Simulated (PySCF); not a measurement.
CH₃Cl₃Sn, charge +1, doublet, geometry from GFN2-xTB (such geometries of metal compounds can be far from the true shape) (a state made from the parent by changing its charge; the spin is typed, not shown lowest) (core potentials on Sn). Base run: PySCF with DF-R2SCAN/def2-SV(P).

Here is a job for PySCF.
```python
from pyscf import gto, scf, dft

mol = gto.M(
    atom='''
C    -2.42894918   -0.34951557    0.10512035
Sn   -0.11256443   -0.01619755    0.00487158
Cl    0.69693254   -1.41027332   -1.66927410
Cl    0.22416278    2.22841157   -0.49496942
Cl    0.74012552   -0.57909556    2.09234901
H    -2.52298231   -1.39404234    0.38209361
H    -2.75334588    0.35236142    0.86586213
H    -2.76250924   -0.11507398   -0.90004999
''',
    basis='def2-sv(p)',
    ecp={'Sn': 'def2-sv(p)'},
    charge=1,
    spin=1,
    verbose=4,
)

mf = dft.UKS(mol)
mf.xc = 'r2scan'
mf = mf.density_fit(auxbasis='def2-universal-jkfit')
mf.kernel()
mf.analyze()
```

Variants of this job, named by their change:

| change | basis functions | E (Eh) | HOMO (eV) | core-seconds (rough) |
|---|---|---|---|---|
| base | 100 | -1634.06563 | -13.25 | 50 |
| basis = LANL2DZ | 47 | -87.85252 | -13.64 | 30 |
| basis = def2-SVP | [?] | [?] | [?] | 60 |
| basis = def2-SVPD | 157 | -1634.09350 | -13.29 | 60 |
| basis = def2-TZVP | [?] | [?] | -13.21 | 200 |
| basis = def2-TZVPP | 249 | -1634.60753 | -13.21 | 200 |
| basis = def2-TZVPD | 258 | -1634.60765 | -13.20 | 200 |

Task: What belongs in the gaps?

Result: 
- basis = def2-SVP, basis functions: 109
- basis = def2-SVP, E (Eh): -1634.07512
- basis = def2-SVP, HOMO (eV): -13.24
- basis = def2-TZVP, basis functions: 210
- basis = def2-TZVP, E (Eh): -1634.60614

Totals compare only among sets that treat the same electrons; sets with core potentials leave the core out.

Open shells are given as the SCF converged; they aren't shown to be the lowest states, and a large step between rows can be another state.
